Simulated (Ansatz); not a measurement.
Z-matrix (Å, degrees):
```
C
C 1 1.533
H 1 1.093 2 111.7
H 1 1.095 2 111.7 3 119.7
H 1 1.093 2 111.9 3 -120.5
Si 2 1.914 1 110.0 3 -67.2
H 2 1.096 1 109.7 3 175.3
H 2 1.096 1 110.7 3 58.2
O 6 1.646 2 103.5 1 77.3
C 9 1.407 6 134.4 2 3.1
H 10 1.092 9 108.9 6 131.3
H 10 1.093 9 109.5 6 -110.4
H 10 1.094 9 112.4 6 10.6
```

The species carries charge 0 and has multiplicity 1.

Problem. List the ωB97M-V/def2-TZVPP orbital energies in eV (Ansatz). (Best estimate.)

Solution. Ansatz gave: Occupied: -1807.05, -526.30, -282.82, -281.40, -280.81, -147.96, -102.17, -102.06, -101.95, -31.22, -23.92, -22.19, -19.95, -17.13, -15.60, -15.43, -14.94, -14.34, -12.99, -12.48, -12.19, -11.27, -10.95, -8.10. Lowest empty: 0.42, 2.51, 2.66, 3.60, 3.67, 4.16, 4.35, 4.79.
